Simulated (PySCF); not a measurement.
## Calculated data, AlBFH4Si, CH6AlFSi, Al2FH2N, Al2FH3O

Computed with PySCF 2.14.0. Calculation on a computer-drawn molecule: the log of a Hartree-Fock and frozen-core CCSD(T) single point meant for a local Hartree-Fock minimum, with one planted fault or none, to be diagnosed. Offsets are logged minus clean, where the clean run is the same molecule without the fault. The reference is restricted for singlets and unrestricted otherwise, and also for a bond in bohr or an excited solution. Adding or removing an electron swaps singlet and doublet. The excited solution moves the top pair (singlet) or top alpha electron (doublet) to the lowest empty orbital. Highest occupied and lowest empty are orbital energies over both spins, largest force is the largest gradient component, triples share is (T) over the correlation energy, the T1 limit is 0.02 restricted and 0.045 unrestricted, electrons count all cores, a negative frequency is imaginary (commonest isotopes), and the dipole is about the centre of nuclear charge.

Common to all runs: meant charge 0; meant basis cc-pV(D+d)Z; logged SCF converged yes; possible faults no fault, one electron removed, one electron added, multiplicity raised by two, geometry at a saddle point, SCF held on an excited solution, minimal basis STO-3G, one bond length entered in bohr, all coordinates scaled.

(1) AlBFH4Si

Logged structure:
```xyz
8
AlBFH4Si
F      0.4889    -0.4603    -2.4577
Al     0.4687     0.3076    -0.9867
B      0.6509    -1.9388     2.2196
Si     0.7477    -3.1319     3.8406
H      0.3781     1.8761    -0.9884
H      1.9445    -2.8592     4.6727
H      0.8282    -4.5195     3.3176
H     -0.4507    -3.0110     4.7057
```

| Quantity | Value |
| --- | --- |
| meant multiplicity | 2 |
| logged electrons | 45 |
| logged basis functions | 94 |
| logged spin squared | 1.4407 |
| logged highest occupied | -7.9417 eV |
| logged lowest empty | 0.97309 eV |
| logged largest force | 0.015556 hartree/bohr |
| logged T1 diagnostic | 0.073412 |
| logged D1 diagnostic | 0.36245 |
| logged triples share | 0.021024 |
| logged CC converged | yes |
| logged dipole magnitude | 2.9836 debye |
| logged SCF stable within its kind | yes |
| logged energy HF | -657.20099 hartree |
| logged energy CCSD(T) | -657.65291 hartree |
| planted fault | one bond length entered in bohr, row 2 of the drawn bonds |
| HF energy offset from clean run | 66.02 kcal/mol |
| CCSD(T) energy offset from clean run | 74.09 kcal/mol |

Drawn bonds:
```
atom  other atom  order
   1           2      1
   2           3      1
   3           4      1
   2           5      1
   4           6      1
   4           7      1
   4           8      1
```

Notes: T1 above single-reference limit.

(2) CH6AlFSi

Logged structure:
```xyz
10
CH6AlFSi
F      2.3396    -2.2496     0.8405
Al     1.8358    -0.7800     0.2633
C      2.4216     0.8178     1.2081
Si     1.3972     1.4013     2.6744
H      0.9295    -0.8052    -1.0180
H      2.4658     1.6453     0.4874
H      3.4435     0.6457     1.5708
H     -0.0020     1.6642     2.2506
H      1.3667     0.3626     3.7326
H      1.9447     2.6496     3.2571
```

| Property | Result |
| --- | --- |
| meant multiplicity | 1 |
| logged electrons | 47 |
| logged basis functions | 104 |
| logged spin squared | 0.7796 |
| logged highest occupied | -17.917 eV |
| logged lowest empty | -8.5205 eV |
| logged largest force | 0.069395 hartree/bohr |
| logged T1 diagnostic | 0.029041 |
| logged D1 diagnostic | 0.17244 |
| logged triples share | 0.023385 |
| logged CC converged | yes |
| logged dipole magnitude | 4.6602 debye |
| logged SCF stable within its kind | yes |
| logged energy HF | -671.37822 hartree |
| logged energy CCSD(T) | -671.91926 hartree |
| planted fault | one electron removed |
| HF energy offset from clean run | 228.7 kcal/mol |
| CCSD(T) energy offset from clean run | 241.5 kcal/mol |

Drawn bonds:
```
atom  other atom  order
   1           2      1
   2           3      1
   3           4      1
   2           5      1
   3           6      1
   3           7      1
   4           8      1
   4           9      1
   4          10      1
```

(3) Al2FH2N

Logged structure:
```xyz
6
Al2FH2N
F     -0.0911     3.6408     0.0826
Al     0.2276     2.2019    -0.6927
N      0.0540     0.6836     0.1279
Al    -0.1713    -0.6252     1.0759
H      0.6820     2.3907    -2.1861
H     -0.3715    -1.9014     1.9382
```

| Property | Result |
| --- | --- |
| meant multiplicity | 1 |
| logged electrons | 44 |
| logged basis functions | 84 |
| logged spin squared | 2.0111 |
| logged highest occupied | -5.4788 eV |
| logged lowest empty | -0.13344 eV |
| logged largest force | 0.11223 hartree/bohr |
| logged T1 diagnostic | 0.036402 |
| logged D1 diagnostic | 0.20808 |
| logged triples share | 0.020352 |
| logged CC converged | yes |
| logged dipole magnitude | 4.3136 debye |
| logged SCF stable within its kind | yes |
| logged energy HF | -638.87728 hartree |
| logged energy CCSD(T) | -639.342 hartree |
| planted fault | multiplicity raised by two |
| HF energy offset from clean run | 58.32 kcal/mol |
| CCSD(T) energy offset from clean run | 86.99 kcal/mol |

Drawn bonds:
```
atom  other atom  order
   1           2      1
   2           3      1
   3           4      2
   2           5      1
   4           6      1
```

(4) Al2FH2N

Logged structure:
```xyz
6
Al2FH2N
F     -0.0911     3.6408     0.0826
Al     0.2276     2.2019    -0.6927
N      0.0540     0.6836     0.1279
Al    -0.1713    -0.6252     1.0759
H      0.6820     2.3907    -2.1861
H     -0.5496    -3.0369     2.7054
```

| Item | Value |
| --- | --- |
| meant multiplicity | 1 |
| logged electrons | 44 |
| logged basis functions | 84 |
| logged spin squared | 0.8867 |
| logged highest occupied | -9.6386 eV |
| logged lowest empty | -0.83795 eV |
| logged largest force | 0.009825 hartree/bohr |
| logged T1 diagnostic | 0.044834 |
| logged D1 diagnostic | 0.18317 |
| logged triples share | 0.035491 |
| logged CC converged | yes |
| logged dipole magnitude | 6.5238 debye |
| logged SCF stable within its kind | yes |
| logged energy HF | -638.87623 hartree |
| logged energy CCSD(T) | -639.37305 hartree |
| planted fault | one bond length entered in bohr, row 5 of the drawn bonds |
| HF energy offset from clean run | 58.98 kcal/mol |
| CCSD(T) energy offset from clean run | 67.5 kcal/mol |

Drawn bonds:
```
atom  other atom  order
   1           2      1
   2           3      1
   3           4      2
   2           5      1
   4           6      1
```

(5) Al2FH2N

Structure as in entry 3.

| Item | Value |
| --- | --- |
| meant multiplicity | 1 |
| logged electrons | 44 |
| logged basis functions | 30 |
| logged spin squared | 0 |
| logged highest occupied | -4.7093 eV |
| logged lowest empty | 9.3102 eV |
| logged largest force | 0.039858 hartree/bohr |
| logged T1 diagnostic | 0.031258 |
| logged D1 diagnostic | 0.09792 |
| logged triples share | 0.077144 |
| logged CC converged | yes |
| logged dipole magnitude | 4.3619 debye |
| logged SCF stable within its kind | yes |
| logged energy HF | -630.94136 hartree |
| logged energy CCSD(T) | -631.13493 hartree |
| planted fault | minimal basis STO-3G |
| HF energy offset from clean run | 5038 kcal/mol |
| CCSD(T) energy offset from clean run | 5237 kcal/mol |

Drawn bonds:
```
atom  other atom  order
   1           2      1
   2           3      1
   3           4      2
   2           5      1
   4           6      1
```

Notes: T1 above single-reference limit.

(6) Al2FH2N

Structure as in entry 3.

| Item | Value |
| --- | --- |
| meant multiplicity | 1 |
| logged electrons | 44 |
| logged basis functions | 84 |
| logged spin squared | 0 |
| logged highest occupied | -3.5613 eV |
| logged lowest empty | -4.9963 eV |
| logged largest force | 0.1867 hartree/bohr |
| logged CC converged | no |
| logged dipole magnitude | 4.8555 debye |
| logged SCF stable within its kind | no |
| logged energy HF | -638.51072 hartree |
| planted fault | SCF held on an excited solution |
| HF energy offset from clean run | 288.3 kcal/mol |

Drawn bonds:
```
atom  other atom  order
   1           2      1
   2           3      1
   3           4      2
   2           5      1
   4           6      1
```

Notes: CCSD not converged.

(7) Al2FH3O

Logged structure:
```xyz
7
Al2FH3O
F      0.4097     1.7046     0.5279
Al    -2.6531     1.4306     1.0715
O     -3.3520    -0.0749     0.9243
Al    -3.9591    -1.6382     0.7489
H     -3.4433     2.7154     1.4665
H     -4.4851    -2.0899    -0.6649
H     -3.9902    -2.5817     2.0093
```

| Quantity | Value |
| --- | --- |
| meant multiplicity | 1 |
| logged electrons | 46 |
| logged basis functions | 89 |
| logged spin squared | 0.8822 |
| logged highest occupied | -8.127 eV |
| logged lowest empty | 1.305 eV |
| logged largest force | 0.020324 hartree/bohr |
| logged T1 diagnostic | 0.079938 |
| logged D1 diagnostic | 0.50325 |
| logged triples share | 0.021882 |
| logged CC converged | yes |
| logged dipole magnitude | 0.89105 debye |
| logged SCF stable within its kind | yes |
| logged energy HF | -659.90416 hartree |
| logged energy CCSD(T) | -660.41721 hartree |
| planted fault | ? |

Drawn bonds:
```
atom  other atom  order
   1           2      1
   2           3      1
   3           4      1
   2           5      1
   4           6      1
   4           7      1
```

Notes: T1 above single-reference limit.

(8) Al2FH3O

Logged structure:
```xyz
7
Al2FH3O
F      0.4097     1.7046     0.5279
Al    -1.2111     1.5596     0.8155
O     -1.9100     0.0540     0.6684
Al    -2.5170    -1.5092     0.4930
H     -2.0013     2.8443     1.2105
H     -3.0430    -1.9609    -0.9209
H     -2.5482    -2.4527     1.7534
```

| Item | Value |
| --- | --- |
| meant multiplicity | 1 |
| logged electrons | 46 |
| logged basis functions | 89 |
| logged spin squared | 0 |
| logged highest occupied | -4.0963 eV |
| logged lowest empty | -7.1734 eV |
| logged largest force | 0.028498 hartree/bohr |
| logged CC converged | no |
| logged dipole magnitude | 1.5046 debye |
| logged SCF stable within its kind | no |
| logged energy HF | -659.47856 hartree |
| planted fault | ? |

Drawn bonds:
```
atom  other atom  order
   1           2      1
   2           3      1
   3           4      1
   2           5      1
   4           6      1
   4           7      1
```

Notes: CCSD not converged.

## Withheld values
1. Which fault was planted in the run of Al2FH3O (entry 7)?
2. Al2FH3O (entry 8): planted fault?

## Answers
1. one bond length entered in bohr, row 1 of the drawn bonds
2. SCF held on an excited solution

Further results for Al2FH3O (entry 7):

| Item | Value |
| --- | --- |
| HF energy offset from clean run | 111.8 kcal/mol |
| CCSD(T) energy offset from clean run | 124.6 kcal/mol |

Further results for Al2FH3O (entry 8):

| Quantity | Value |
| --- | --- |
| HF energy offset from clean run | 378.9 kcal/mol |
